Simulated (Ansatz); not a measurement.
The cluster Li6, relaxed as a singlet with RKS r2SCAN/def2-TZVP in Ansatz, starting from the GFN2-xTB geometry. Force threshold 0.02 eV/Å.

The restricted singlet is unstable: a solution with broken spin symmetry lies lower. At r2SCAN/def2-TZVP a triplet of charge 0 lies 0.08 eV below the restricted singlet, each at its own geometry. The structure comes from a short search, and lower isomers may exist.

Start:

Cartesian coordinates in Å:
```
Li -0.385 -1.665 -0.840
Li -1.717 0.419 0.725
Li 0.898 -0.639 1.589
Li 0.348 1.682 0.841
Li -0.882 0.594 -1.619
Li 1.738 -0.391 -0.696
```

| step | energy (eV) | largest force component (eV/Å) | SCF passes |
| --- | --- | --- | --- |
| 1 | -1224.4931 | 0.875 | 31 |
| 2 | -1225.1499 | 0.189 | 33 |
| 3 | -1225.2460 | 0.053 | 32 |
| 4 (rejected) | -1225.1924 | 0.249 | 42 |
| 5 | -1225.2496 | 0.013 | 35 |
| 6 | -1225.2502 | 0.019 | 29 |
| 7 | -1225.2514 | 0.031 | 29 |
| 8 | -1225.2607 | 0.086 | 34 |
| 9 | -1225.3437 | 0.235 | 38 |
| 10 | -1225.5006 | 0.347 | 36 |
| 11 | -1225.6770 | 0.305 | 31 |
| 12 | -1225.7853 | 0.095 | 30 |
| 13 | -1225.7995 | 0.052 | 31 |
| 14 | -1225.8077 | 0.016 | 32 |
| 15 | -1225.8083 | 0.004 | 26 |

Force components are those of the run's own axes.

End:

| atom | x (Å) | y (Å) | z (Å) |
| --- | --- | --- | --- |
| Li1 | -0.352 | -1.232 | -0.367 |
| Li2 | -2.281 | 0.319 | 1.112 |
| Li3 | 0.938 | -0.918 | 2.195 |
| Li4 | 0.351 | 1.232 | 0.366 |
| Li5 | -0.937 | 0.919 | -2.196 |
| Li6 | 2.280 | -0.320 | -1.111 |

Bonds lost: Li2–Li3, Li2–Li5, Li3–Li6, Li5–Li6 (atoms count from 1). Bonds formed: Li1–Li4 (atoms count from 1).

The force fell under the threshold at step 5, but the optimiser went on and released 0.559 eV more. No frequencies were taken in this run, so the end may be a saddle point.

Hardware: 4 threads of INTEL XEON PLATINUM 8581C on a shared host. Wall time 13 s.
